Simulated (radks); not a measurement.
The numbers below are computed, except where a source is named.
The bromine anion Br-, [Kr], held by a Watson sphere: a shell of charge +1 at radius R that stands for the Madelung well of a crystal (potential energy -1/R inside, -1/r outside, in hartree with lengths in bohr). Code: a radial shooting solver on a logarithmic mesh with Libxc functionals. Model: scalar-relativistic Kohn-Sham, r2SCAN, spin-polarised, spherical densities, finite nucleus; meta-GGA in the generalised Kohn-Sham scheme; Fermi nuclear charge, rms radius of each element as measured or else 0.836 A^(1/3) + 0.57 fm.

[
 {"R (bohr)": "2.21", "e(3d) (eV)": "-66.810", "e(4s) (eV)": "-21.149", "e(4p) (eV)": "-8.725", "<r> 4p (bohr)": "2.110", "sum of <r^2> (bohr^2)": "45.52", "X-ray form factor at sin(theta)/lambda = 0.1 1/angstrom": "33.113"},
 {"R (bohr)": "2.77", "e(3d) (eV)": "-66.259", "e(4s) (eV)": "-20.183", "e(4p) (eV)": "-7.975", "<r> 4p (bohr)": "2.173", "sum of <r^2> (bohr^2)": "47.74", "X-ray form factor at sin(theta)/lambda = 0.1 1/angstrom": "33.012"},
 {"R (bohr)": "3.27", "e(3d) (eV)": "-65.751", "e(4s) (eV)": "-19.430", "e(4p) (eV)": "-7.290", "<r> 4p (bohr)": "2.214", "sum of <r^2> (bohr^2)": "49.30", "X-ray form factor at sin(theta)/lambda = 0.1 1/angstrom": "32.948"},
 {"R (bohr)": "3.28", "e(3d) (eV)": "-65.740", "e(4s) (eV)": "-19.416", "e(4p) (eV)": "-7.277", "<r> 4p (bohr)": "2.215", "sum of <r^2> (bohr^2)": "49.33", "X-ray form factor at sin(theta)/lambda = 0.1 1/angstrom": "32.947"},
 {"R (bohr)": "3.61", "e(3d) (eV)": "-65.395", "e(4s) (eV)": "-18.972", "e(4p) (eV)": "-6.847", "<r> 4p (bohr)": "2.235", "sum of <r^2> (bohr^2)": "50.14", "X-ray form factor at sin(theta)/lambda = 0.1 1/angstrom": "32.916"},
 {"R (bohr)": "3.76", "e(3d) (eV)": "-65.238", "e(4s) (eV)": "-18.782", "e(4p) (eV)": "-6.661", "<r> 4p (bohr)": "2.243", "sum of <r^2> (bohr^2)": "50.46", "X-ray form factor at sin(theta)/lambda = 0.1 1/angstrom": "32.905"},
 {"R (bohr)": "4.36", "e(3d) (eV)": "-64.637", "e(4s) (eV)": "-18.095", "e(4p) (eV)": "-5.975", "<r> 4p (bohr)": "2.266", "sum of <r^2> (bohr^2)": "51.49", "X-ray form factor at sin(theta)/lambda = 0.1 1/angstrom": "32.872"},
 {"R (bohr)": "5.19", "e(3d) (eV)": "-63.901", "e(4s) (eV)": "-17.310", "e(4p) (eV)": "-5.183", "<r> 4p (bohr)": "2.285", "sum of <r^2> (bohr^2)": "52.38", "X-ray form factor at sin(theta)/lambda = 0.1 1/angstrom": "32.848"},
 {"R (bohr)": "5.29", "e(3d) (eV)": "-63.821", "e(4s) (eV)": "-17.226", "e(4p) (eV)": "-5.099", "<r> 4p (bohr)": "2.287", "sum of <r^2> (bohr^2)": "52.46", "X-ray form factor at sin(theta)/lambda = 0.1 1/angstrom": "32.846"}
]
